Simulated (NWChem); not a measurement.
System: C$_{3}$H$_{8}$Si; SMILES [SiH3]C1CC1

The following NWChem deck was run.

```
start job
memory heap 200 mb stack 900 mb global 1100 mb
geometry units angstroms noautoz
  Si     0.051337    -1.427986     0.000000
  C     -0.571104     0.332377     0.000000
  C      0.173338     1.413364    -0.746501
  C      0.173338     1.413364     0.746501
  H     -0.415436    -2.172968    -1.211257
  H      1.549013    -1.407211     0.000000
  H     -0.415436    -2.172968     1.211257
  H     -1.662780     0.434543     0.000000
  H     -0.418596     2.172775    -1.264969
  H      1.101230     1.148407    -1.263474
  H      1.101230     1.148407     1.263474
  H     -0.418596     2.172775     1.264969
end
basis spherical
  Si library sto-3g
  C library sto-3g
  H library sto-3g
end
dft
  xc pbe0
  iterations 150
  mulliken
end
task dft energy
```

All runs use the structure optimised with PBE0/def2-SVP.

**Question.** Predict the main results of this run. (PBE0/STO-3G.) Quantities: basis functions; energy (Ha); highest occupied level (eV); orbital gap (eV); dipole (D).

**Answer.** 
- number of basis functions: 32
- energy (Ha): -403.57
- highest occupied level (eV): -6.64
- orbital gap (eV): 14.08
- dipole (D): 0.16
